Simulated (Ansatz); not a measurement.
Basis-set series for CH₆NOSc, SMILES `[CH3][Sc]([NH2])[OH]`. Total charge 0; spin multiplicity 1. Geometry: relaxed with PBE0-D4/def2-TZVP. It is one conformer, not always the lowest.

```
atom   x (Å)   y (Å)   z (Å)
  C1  -1.207  -0.639  -1.146
 Sc2   0.093   0.099   0.478
  N3   1.879   0.805  -0.016
  O4  -0.457   0.053   2.261
  H5  -2.257  -0.340  -1.031
  H6  -1.208  -1.737  -1.199
  H7  -0.878  -0.281  -2.131
  H8   2.594   1.172   0.598
  H9   2.238   0.861  -0.963
 H10  -0.796   0.007   3.149
```

```
functional       basis  functions  energy (Eh)  HOMO (eV)  LUMO (eV)
   PBE0-D4    def2-SVP        103   -931.87662      -6.44      -1.14
   PBE0-D4  def2-QZVPP        444   -932.21239      -6.67      -1.40
   ωB97M-V    def2-SVP        103   -932.13219      -8.76       0.18
   ωB97M-V  def2-QZVPP        444   -932.47381      -9.00      -0.05
```

Problem. Give the rows for def2-TZVPP. (Best estimate.)

Solution. Computed: 
```tsv
functional	basis	functions	energy (Eh)	HOMO (eV)	LUMO (eV)
PBE0-D4	def2-TZVPP	241	-932.18721	-6.65	-1.38
ωB97M-V	def2-TZVPP	241	-932.45023	-8.98	0.07
```

Positive LUMOs are unbound and depend on the basis. Scalar relativity is left out up to krypton.
